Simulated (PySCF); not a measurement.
[YbH3(NH3)]− relaxed at several levels

Computed with PySCF 2.14.0, PBE0, def2-SVP on the ligands, density fitting, scalar-relativistic core potentials, no spin-orbit coupling, vacuum. Each row is relaxed at its own level from the same template. Distances are means of the shortest metal–ligand contacts, charges and spins Mulliken's; removal energies are rigid, with the ligand's formal charge and no counterpoise, so too large; for an anion taken off a cation in vacuum most of it is the attraction of opposite charges, and multiply charged cations can part far more cheaply with an electron moved from ligand to metal. lcecp potentials hold a fixed number of 4f electrons in the core, out of states, spins and gaps.

| level | basis on the metal | point group | M–H (Å) | M–NH3 (Å) | charge on M (e) | HOMO–LUMO gap (eV) | removal of one H (eV) | strongest infrared band, degenerate modes summed (cm⁻¹) | unstable modes (below −25 cm⁻¹) |
| --- | --- | --- | --- | --- | --- | --- | --- | --- | --- |
| PBE0 | lcecp-0-SVP with ECP60 | Cs | 2.282 | 2.546 | -0.13 | – | 3.89 | 497 | 0 |

**Question.** What does the calculation give for PBE0, def2-SVP with ECP28?

**Answer.** point group: C3v, M–H (Å): 2.213, M–NH3 (Å): 2.536, charge on M (e): 0.18, HOMO–LUMO gap (eV): 2.50, removal of one H (eV): 3.55, strongest infrared band, degenerate modes summed (cm⁻¹): 971, unstable modes (below −25 cm⁻¹): 0 (lowest -9 cm⁻¹, within noise).
```xyz
8

Yb    0.2341   -0.2341    0.2341
H     1.2147    1.4906    1.2147
H    -1.4906   -1.2147    1.2147
H     1.2147   -1.2147   -1.4906
N    -1.2303    1.2303   -1.2303
H    -1.8275    1.8275   -0.6607
H    -0.6607    1.8275   -1.8275
H    -1.8275    0.6607   -1.8275
```

Members with unstable modes aren't minima as they stand: saddle points kept by symmetry or, where the modes are soft, flat surfaces and noise. Moved off a saddle point of the template and relaxed again: PBE0. One start shape was tried for each, so a minimum needn't be the lowest isomer.
